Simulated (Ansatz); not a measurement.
Calculated with Ansatz (gas phase, PBE0-D4/def2-TZVP geometries, no zero-point term in ΔE). CCSD(T)/CBS adds triple-zeta CCSD(T) − MP2 to the extrapolated MP2 energy (def2 sets, frozen cores). This one scheme is used for every species. Functionals use def2-TZVPP. B3LYP here is the variant with VWN-RPA as its local correlation; programs differ in this. One conformer a species, not always the lowest.

`O[SiH](F)[SiH2]S` → `O[SiH2]F` + `[SiH]S`  (silylene formation by 1,1-elimination)

| level | ΔE (kJ/mol) | difference from CCSD(T)/CBS |
| --- | --- | --- |
| PBE-D4 | 163.7 | 9.9 |
| r2SCAN-D4 | 170.6 | 16.8 |
| PBE0-D4 | 171.6 | 17.8 |
| ωB97M-V | 147.0 | -6.8 |
| PBE0 | 161.2 | 7.4 |
| B3LYP | 131.9 | -21.9 |
| HF/def2-QZVPP | 130.9 | -22.9 |
| MP2/def2-QZVPP | 161.1 | 7.3 |
| MP2/CBS(def2) | 164.1 | 10.3 |
| CCSD/CBS(def2) | 151.1 | -2.7 |
| CCSD(T)/CBS | 153.8 | 0 |

Largest T1 diagnostic among the species: 0.016.

In def2-TZVPP, CCSD(T) changes the Hartree–Fock value by +15.7 kJ/mol (the triples alone add +2.7 kJ/mol) and MP2 by +26.0 kJ/mol. The D4 term adds +18.6 kJ/mol with B3LYP and +10.4 kJ/mol with PBE0; it sums over pairs of atoms, weighted by their polarisabilities, and B3LYP, whose exchange is more repulsive, gets the larger term.
